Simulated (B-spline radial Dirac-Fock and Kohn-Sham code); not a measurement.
**Two-hole binding energies of Pb³⁸⁺**

System: the Pb³⁸⁺ ion in the configuration [Kr] 4d8.

Level of theory: multi-electron Dirac-Fock with separately optimised hole states, Breit and Lamb-shift corrections added in first order; a radial finite-basis atomic code. U is the two-hole binding energy less the two single-hole energies, the effective repulsion of the holes after relaxation. Each two-hole energy is an average over J within one jj subconfiguration.

| holes | E(a) (eV) | E(b) (eV) | E(ab) (eV) | U (eV) |
| --- | --- | --- | --- | --- |
| 1s⁻² | 89644.7 | 89644.7 | 180988.4 | 1699.1 |
| 1s⁻¹ 2p3/2⁻¹ | 89644.7 | 14686.6 | 104768.5 | 437.1 |
| 1s⁻¹ 3p3/2⁻¹ | 89644.7 | 4691.0 | 94507.6 | 171.9 |
| 2s⁻² | 17519.3 | 17519.3 | 35351.6 | 313.0 |
| 2s⁻¹ 2p1/2⁻¹ | 17519.3 | 16849.9 | 34671.9 | 302.7 |
| 2p1/2⁻¹ 2p3/2⁻¹ | 16849.9 | 14686.6 | 31870.5 | 333.9 |
| 2p3/2⁻² | 14686.6 | 14686.6 | 29692.1 | 318.9 |
| 2s⁻¹ 3p1/2⁻¹ | 17519.3 | 5187.8 | 22868.0 | 160.9 |
| 2p1/2⁻¹ 3s⁻¹ | 16849.9 | 5483.8 | 22489.1 | 155.4 |
| 2s⁻¹ 3p3/2⁻¹ | 17519.3 | 4691.0 | 22359.3 | 149.0 |
| 2p1/2⁻¹ 3p3/2⁻¹ | 16849.9 | 4691.0 | ? | ? |
| 3p1/2⁻² | 5187.8 | 5187.8 | 10506.5 | 130.9 |
| 3p1/2⁻¹ 3p3/2⁻¹ | 5187.8 | 4691.0 | 9996.6 | 117.8 |
| 3p3/2⁻² | 4691.0 | 4691.0 | 9497.6 | 115.6 |

Question: Give the missing two-hole energy and U.

Answer: E(ab) = 21695.8 eV and U = 154.8 eV.

Values without a named source are computed, but for edge energies of neutral atoms, which are taken from tables.
